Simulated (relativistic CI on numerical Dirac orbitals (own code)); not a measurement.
Method of calculation: Dirac-Coulomb-Breit CI, separate exchange-only KLI orbitals for each configuration, QED by a radiative potential, unscaled Slater integrals (own radial code, finite nucleus).

The strongest absorption lines from the ground level of an ion, among the configurations computed and to levels below about 653 eV (vacuum wavelength in Å, gf): 25.947 (0.069), 26.139 (0.046), 36.253 (0.17), 36.961 (0.13), 194.90 (0.95), 253.21 (0.36).

Which ion is it?
A. Te XXIV
B. Ba XXVIII
C. Te XXVI
D. Te XXII

A. Te XXIV has 29 electrons and the ground level 3d¹⁰4s ²S1/2; the strongest line goes to 3d¹⁰4p ²P°3/2. The pattern of lines fixes the number of electrons, and along that sequence the line energies rise steadily with the charge (about as its square where n changes within one kind of shell, about linearly where n is kept but much faster in heavy ions where fine structure, which grows about as Z⁴, sets the gap, and irregularly where shells cross), which fixes Z. Configurations outside the model, such as inner-shell arrays, can give stronger lines. At this charge energies of transitions that change n are usually good to better than 1 %, and those within a shell (Δn = 0) to a few per cent.

LS names give the leading component of a level, which can be under half, so a name can repeat, a term be missing and a line seem to break the LS rules.
